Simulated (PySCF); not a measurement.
# How methods differ on the ionisation energy of Ge

Ge [Ar] 3d10 4s2 4p2 (3P) → Ge⁺ [Ar] 3d10 4s2 4p1 (2P), as a difference of total energies. Calculation: PySCF 2.14, in aug-cc-pVQZ-PP with one added diffuse shell each of s, p, d, f, g type with ECP10MDF (8s7p6d4f3g, 114 functions); scalar relativity through the core potential. Correlated levels: valence: 3s2 3p6 3d10 frozen. The calculations carry no spin-orbit coupling.

Problem. Order these methods by the ionisation energy they give, lowest first.
A. SCS-MP2 (valence)
B. revPBE
C. PBE0
D. r2SCAN

Solution. A (7.705 eV), B (7.810 eV), C (7.890 eV), D (8.022 eV).

Errors of the correlated levels include the incompleteness of this basis and the frozen core.

For comparison: 7.925 eV (measured; NIST levels, between the centres of gravity of the two terms).
